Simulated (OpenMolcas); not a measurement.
# Cr3+, Mo3+, W3+: d³ down the group

```
Program             : OpenMolcas 26.06
Method              : XMS-CASPT2, IPEA 0.25 Eh, imaginary shift 0.1 Eh
Basis               : ANO-RCC-VTZP
Scalar Hamiltonian  : DKH2, point nucleus
Spin-orbit coupling : RASSI with atomic mean-field integrals over the reference wave functions, term energies averaged over their components
```

Active space for each ion: 3 electrons in 5 orbitals (d); closed shells correlated by CASPT2: Cr3+ 3s 3p; Mo3+ 4s 4p; W3+ 5s 5p.

Computed levels in cm-1 above ⁴F_3/2:

| Level | Cr3+ | Mo3+ | W3+ |
| --- | --- | --- | --- |
| ⁴F_5/2 | 246 | 759 | 3680 |
| ⁴F_7/2 | 583 | 1718 | 6990 |
| ⁴F_9/2 | 1002 | 2810 | 9560 |
| ⁴P_1/2 | 14340 | 10650 | 12200 |
| ⁴P_5/2 | 14730 | 11870 | 17910 |
| ²G_7/2 | 16000 | 12210 | 15910 |
| ²G_9/2 | 16350 | 12960 | 25100 |
| ²P_1/2 | 20570 | 14730 | 19270 |
| ²D_5/2(1) | 21880 | 17440 | 24140 |
| weight of ⁴F in the lowest level (%) | 100 | 99 | 87 |

Mixed levels, with the weight of the term that names them: W3+ ⁴F_9/2 (73 %), W3+ ⁴P_1/2 (57 %), W3+ ²G_9/2 (51 %), W3+ ²P_1/2 (57 %).

Measured, with the error of the calculation in %. Measured levels: Cr3+ from Sugar and Corliss, J. Phys. Chem. Ref. Data 6, 317 (1977); Mo3+ from Sugar and Musgrove, J. Phys. Chem. Ref. Data 17, 155 (1988); W3+ from the list in J. Phys. B 45, 035001 (2012).

```csv
Level,Cr3+,Mo3+,W3+
⁴F_5/2,236 (+4.4),778 (-2.5),3537 (+4.1)
⁴F_7/2,556 (+4.9),1760 (-2.4),6745 (+3.6)
⁴F_9/2,946 (+5.9),2865 (-1.9),9256 (+3.3)
⁴P_1/2,14059 (+2.0),10338 (+3.0),11773 (+3.6)
⁴P_5/2,14471 (+1.8),11612 (+2.3),17190 (+4.2)
²G_7/2,15052 (+6.3),11580 (+5.4),15261 (+4.3)
²G_9/2,15402 (+6.2),12311 (+5.3),
²P_1/2,19519 (+5.4),14348 (+2.6),18365 (+4.9)
²D_5/2(1),20664 (+5.9),16809 (+3.7),22766 (+6.0)
```

The fine-structure level ⁴F_9/2 changes by a factor of 9.54 from Cr3+ to W3+.

Without spin-orbit coupling ⁴P lies 14010, 9800, 9790 cm-1 above ⁴F in that order; the difference to the level ⁴P_1/2, of either sign, comes from spin-orbit coupling, which also lowers the zero.

Term energies are means over components that CASPT2 splits; among the terms shown or strongly mixed into the levels shown the widest spread is 1500 cm-1 (3d³ ⁴F, Cr3+). The CASPT2 spread within a term exceeds the gap to the next term for 4d³ ²D(1) and 4d³ ²H, so the order of their levels is uncertain (figures for Mo3+; the like holds for W3+). Computed and measured levels are paired by configuration, term and J; levels that our copy of the source lacks, or whose pairing is in doubt (as where it misses far off the trend of its configuration), stay unpaired and out of the deviations. Levels of configurations outside the active space are missing.

A number in round brackets counts repeated terms of one configuration in the order of the reference energies.
